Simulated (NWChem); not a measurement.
Species: C5H6; SMILES C=CC#CC

Program: NWChem. All runs use the structure optimised with PBE0/def2-SVP. Level: M06-2X/def2-SVP with SMD (1 M gas to 1 M solution), gas-phase geometry.

**Question.** Predict the results for solvent cyclohexane. Quantities: solvation free energy (kcal/mol); cavity-dispersion-structure term (kcal/mol); dipole in solution (D).

**Answer.** 
```yaml
solvation free energy (kcal/mol): -4.0
cavity-dispersion-structure term (kcal/mol): -1.9
dipole in solution (D): 0.68
```
